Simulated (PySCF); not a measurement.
# SnPb⁺ from Hartree–Fock to correlated methods

State: ⁴Σ⁻ (quartet), unpaired electrons σ ↑, π ↑↑. Set-up: PySCF, scalar-relativistic core potentials, basis sets Sn cc-pVDZ-PP with ECP28, Pb cc-pVDZ-PP with ECP60. De refers to Sn⁺ + Pb in their high-spin ground configurations, without counterpoise correction. The functionals are run spin-unrestricted. A positive dipole points towards Pb; it is taken about the centre of mass and depends on that origin.

```csv
Level,Re (Å),ωe (cm⁻¹),De (eV),μ (D),"CPU s a point (SCF and correlation, without the integrals)"
UHF,2.849,158,n/a,-0.92,0.13
UHF-MP2,2.857,153,n/a,n/a,0.22
UHF-SCS-MP2,2.835,162,n/a,n/a,n/a
UHF-CCSD,2.884,146,n/a,n/a,n/a
UHF-CCSD(T),2.897,141,n/a,n/a,5.8
PBE,2.913,134,n/a,-1.21,0.65
BP86,2.917,133,n/a,-1.24,0.5
r²SCAN,2.870,143,n/a,-1.13,0.86
r²SCANh,2.856,147,n/a,-1.13,1.1
PBE0,2.860,148,n/a,-1.13,0.94
M06-2X,2.844,154,n/a,-0.72,1
LC-ωPBE,2.778,172,n/a,-0.99,1
```

The bond length runs from 2.778 Å (LC-ωPBE) to 2.917 Å (BP86).

Correlated steps freeze 8 core orbitals. Spin–orbit coupling is left out, which matters for elements this heavy, above all for dissociation energies. The state is the lowest determinant that a PBE0 search found; another state may lie lower at other levels.

The whole job (state search and all levels along the bond) took about 2.9 min on 1 thread of Arm Neoverse V1 (shared host), peak memory 0.54 GiB.
